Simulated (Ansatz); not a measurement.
`[CH3][AlH][SnH3]` and `[CH3][AlH][TeH]` differ in one atom or group.

Ansatz, PBE0-D4/def2-TZVP geometries, multiplicity 1. 

Elements past krypton have def2 core potentials.  Spin–orbit coupling is left out; it splits and shifts lone-pair levels of the heavy atoms by tenths of an eV.

```
                               property  `[CH3][AlH][SnH3]`
    LUMO energy (B3LYP/def2-TZVPP) / eV               -2.06
     HOMO energy (PBE0/def2-TZVPP) / eV               -7.18
HOMO–LUMO gap (ωB97M-V/def2-TZVPP) / eV                8.88
      LUMO energy (PBE/def2-TZVPP) / eV               -2.60
  HOMO–LUMO gap (B3LYP/def2-TZVPP) / eV                4.94
     LUMO energy (PBE0/def2-TZVPP) / eV               -1.87
```

**Question.** What does the change do to each property? (Best estimate.)

**Answer.** The calculation gave: 
```
                               property  `[CH3][AlH][TeH]`  shift
    LUMO energy (B3LYP/def2-TZVPP) / eV              -1.37   0.69
     HOMO energy (PBE0/def2-TZVPP) / eV              -6.69   0.49
HOMO–LUMO gap (ωB97M-V/def2-TZVPP) / eV               9.12   0.24
      LUMO energy (PBE/def2-TZVPP) / eV              -1.92   0.68
  HOMO–LUMO gap (B3LYP/def2-TZVPP) / eV               5.10   0.16
     LUMO energy (PBE0/def2-TZVPP) / eV              -1.20   0.67
```

With PBE0 the HOMO rises by 0.49 eV and the LUMO rises by 0.67 eV, so the gap widens by about 0.18 eV. PBE moves the HOMO by 0.44 eV and ωB97M-V by 0.42 eV.

B3LYP here is the variant with VWN-RPA as its local correlation; programs differ in this.
